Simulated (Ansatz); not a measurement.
(SnS2)n: PBE-D4/def2-SVP single points in Ansatz on relaxed structures, gas phase. Each cluster is the lowest isomer that a short search found in that spin, judged at the geometry's level, and lower ones may exist. Core potentials for Sn, no spin–orbit coupling. Binding counts from free atoms in the multiplicity of their measured ground term, without zero-point energy. Singlets are spin-restricted. The structures are stationary points that may keep the symmetry of their start.

```tsv
species	atoms	state	geometry	HOMO (eV)	LUMO (eV)	gap (eV)	binding per atom (eV)	point group (within 0.1 Å)
Sn2S4	6	singlet	PBE-D4/def2-SVP	-5.12	-2.79	2.34	3.15	Ci
Sn6S12	18	singlet	PBE-D4/def2-SVP	-5.39	-3.64	1.75	3.41	–
```

Estimate the rows for SnS2 (singlet, r2SCAN-D4/def2-TZVP geometry).


| species | atoms | state | geometry | HOMO (eV) | LUMO (eV) | gap (eV) | binding per atom (eV) | point group (within 0.1 Å) |
| --- | --- | --- | --- | --- | --- | --- | --- | --- |
| SnS2 | 3 | singlet | r2SCAN-D4/def2-TZVP | -4.70 | -3.44 | 1.26 | 2.74 | C2v |

The gap (eV) runs from 1.26 (SnS2) to 2.34 (Sn2S4). The binding per atom (eV) runs from 2.74 (SnS2) to 3.41 (Sn6S12).
